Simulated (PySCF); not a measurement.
A structure optimised at TPSSh-D3(BJ)/def2-SVP, used in a PySCF frequency run:

```xyz
5

Se     0.9643    -0.2017     0.2389
O      0.6075    -1.9599     0.5593
H      0.6424    -2.4031    -0.3069
Se    -1.0791     0.7048    -0.3900
H     -1.5970     0.9770     0.9697
```
Charge 0, spin multiplicity 1.

### Question
Write its SMILES and formula.

### Answer
O[Se][SeH], H2OSe2

### Question
What are its rotational constants (standard atomic weights)?

### Answer
11.856, 1.8891, 1.6609 GHz
